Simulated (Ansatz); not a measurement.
Two members of one family ((AlE)4 cubane), computed with Ansatz in the gas phase. Binding counts from free atoms in the multiplicity of their measured ground term, without zero-point energy. The structures are stationary points that may keep the symmetry of their start.

First: (FAlNH)4 cubane (singlet, charge 0, PBE-D4/def2-SVP geometry).

```xyz
16

Al   -0.697   -0.314    1.487
F    -1.396   -0.629    2.979
N     0.991   -1.033    0.875
Al    0.191   -1.433   -0.840
F     0.382   -2.871   -1.683
N    -1.499   -0.720   -0.225
Al   -0.987    1.029   -0.871
F    -1.978    2.063   -1.747
N    -0.191    1.438    0.842
Al    1.493    0.717    0.224
F     2.992    1.437    0.450
N     0.699    0.315   -1.492
H     1.596   -1.664    1.409
H    -2.414   -1.159   -0.362
H    -0.308    2.316    1.357
H     1.125    0.507   -2.403
```

```
              level  HOMO (eV)  LUMO (eV)  gap (eV)  binding per atom (eV)
    PBE-D4/def2-SVP      -7.13      -2.05      5.07                   4.63
   PBE-D4/def2-TZVP      -7.26      -2.22      5.04                   4.59
r2SCAN-D4/def2-TZVP      -7.55      -1.79      5.76                   4.53
   PBE0-D4/def2-SVP      -8.62      -1.26      7.35                   4.50
  PBE0-D4/def2-TZVP      -8.67      -1.41      7.27                   4.47
```

Second: (ClAlNH)4 cubane (singlet, charge 0, PBE-D4/def2-SVP geometry).

```xyz
16

Al    1.231   -1.098    0.302
Cl    2.781   -2.484    0.682
N    -0.648   -1.539    0.145
Al   -0.782   -0.414   -1.425
Cl   -1.767   -0.936   -3.221
N     1.097    0.028   -1.268
Al    0.649    1.540   -0.145
Cl    1.465    3.481   -0.328
N     0.781    0.414    1.423
Al   -1.098   -0.027    1.269
Cl   -2.480   -0.062    2.867
N    -1.230    1.098   -0.301
H    -1.044   -2.480    0.234
H     1.767    0.044   -2.043
H     1.259    0.667    2.295
H    -1.982    1.769   -0.487
```

**Question.** Estimate how these quantities change from the first to the second (second minus first).

**Answer.** 
```tsv
level	Δ HOMO (eV)	Δ LUMO (eV)	Δ gap (eV)	Δ binding per atom (eV)
PBE-D4/def2-SVP	0.08	0.18	0.10	-0.42
PBE-D4/def2-TZVP	0.07	0.16	0.09	-0.42
r2SCAN-D4/def2-TZVP	0.05	0.13	0.08	-0.39
PBE0-D4/def2-SVP	0.13	0.16	0.03	-0.36
PBE0-D4/def2-TZVP	0.11	0.14	0.03	-0.37
```
